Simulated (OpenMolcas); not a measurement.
**Os+: from CASSCF to CASPT2**

```json
{
  "Program": "OpenMolcas 26.06",
  "Basis": "ANO-RCC-VTZP [8s7p5d3f2g1h]",
  "Scalar Hamiltonian": "DKH2, point nucleus",
  "Active space": "7 electrons in 11 orbitals (5d 6s 6d)",
  "State averaging": "2S+1 = 6 even, 6 roots; 2S+1 = 4 even, 35 roots kept (CI in the orbitals of an earlier block); 2S+1 = 2 even, 14 roots kept (CI in the orbitals of an earlier block)",
  "Spin-orbit coupling": "RASSI with atomic mean-field integrals over the reference wave functions, term energies averaged over their components"
}
```

Methods on the same reference wave functions:
A. CASSCF
B. SS-CASPT2, IPEA 0.25 Eh, imaginary shift 0.1 Eh (closed shells correlated: 5s 5p)

Energies in cm-1 above 5d6 6s 6D 9/2, the measured ground level; measured values from NIST Handbook of Basic Atomic Spectroscopic Data.

```
               Level      A      B  Measured
       5d6 6s 6D 9/2    0.0    0.0       0.0
       5d6 6s 6D 7/2   3247   3260      3593
5d6 6s 6D 5/2 [70 %]   4757   4380      3929
       5d6 6s 6D 3/2   6014   5840      5592
       5d6 6s 6D 1/2   6711   6550      6637
          5d7 4F 9/2   9538   9160          
          5d7 4F 7/2  12930  12340          
   5d7 4F 5/2 [59 %]  14230  14220          
   5d7 4F 3/2 [54 %]  14303  13210          
5d6 6s 4P 3/2 [66 %]  17049  15680
```

Deviations, from unrounded energies. A percentage is the sum of absolute deviations over the sum of measured energies, with the sign that they share, or ± where signs differ.

```csv
Against measurement,Levels,A,B
mean absolute deviation (cm-1),4,420,280
fine structure of the ground term (%),4,±8.5,±5.7
```

B lies closest to measurement on these levels. The largest miss of B in the table is 5d6 6s 6D 5/2 [70 %], by +450 cm-1. The ranking rests on the paired levels alone, and a cruder setting can come out closer through cancelling errors.

The lowest spin-free term lies below A's lowest term by 0.374 hartree in B.

CASPT2 breaks the degeneracy within a term, and the mean is taken; among the terms shown or strongly mixed into the levels shown the widest spread is 220 cm-1 (5d7 4F, B). Terms from blocks run as CI alone lack orbitals of their own. Active for correlation alone: 6d; no level in the range computed is led by a configuration that fills it, so any true level of that kind is missing. Without dynamic correlation excited terms often stand tens of per cent too high (terms of higher spin than the ground term too low), and those without a measured partner can miss by more than the paired ones (holds for A). The CASPT2 spread within a term exceeds the gap to the next term for 5d7 4F and 5d6 6s 4P, so the order of their levels is uncertain, and so are names and mixing where such terms share a J (holds for B). Computed and measured levels are paired by configuration, term and J; levels that our copy of the source lacks, or whose pairing is in doubt (as where it misses far off the trend of its configuration), stay unpaired and out of the deviations. Only configurations of the active space appear. Levels that lie high or do not pair safely by name in every column are left out.

A share in square brackets marks a mixed level and gives the weight of the term that names it, the lowest over the columns.
